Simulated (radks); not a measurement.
Task: Radial electron density D(r) = 4 pi r^2 rho(r) of an atom or ion with 11 electrons. All-electron calculation, non-relativistic Kohn-Sham, PBE, spin-polarised, spherical densities, point nucleus. Program: a radial shooting solver on a logarithmic mesh with Libxc functionals.

r (bohr),D(r) (e/bohr),spin D(r)
0.004173,0.8485,0.00589
0.005263,1.295,0.00899
0.006584,1.927,0.0134
0.008303,2.871,0.0199
0.01039,4.152,0.0286
0.0131,5.957,0.0408
0.01652,8.323,0.0564
0.02067,11.13,0.0742
0.02607,14.45,0.0935
0.03261,17.69,0.109
0.04113,20.49,0.116
0.05145,21.97,0.106
0.06489,21.66,0.0745
0.08183,19.57,0.0291
0.1024,16.90,-0.00338
0.1291,15.28,0.0159
0.1615,16.18,0.115
0.2037,19.27,0.271
0.2548,21.87,0.365
0.3214,21.12,0.281
0.4053,16.09,0.0658
0.5071,9.498,0.0228
0.6395,4.331,0.410
0.8,2.124,0.995
1.009,1.416,1.23
1.262,0.8777,0.860
1.592,0.3304,0.330
2.007,0.06426,0.0643
2.511,0.006058,0.00606
3.167,0.0001952,0.000195

What is the nuclear charge?

Result: Z = 19. The innermost maximum, from 1s, lies near 1/Z = 0.0526 bohr (found: 0.0557), and its height grows with Z. The density is that of the potassium ion K8+ in [Ne] 3s1; the configuration itself is not fixed sharply by these data, and Z only to about a unit. D(r) has 2 maxima, at r = 0.0557, 0.276 bohr, and minima at 0.134 bohr, inside which lie 2.18 electrons.
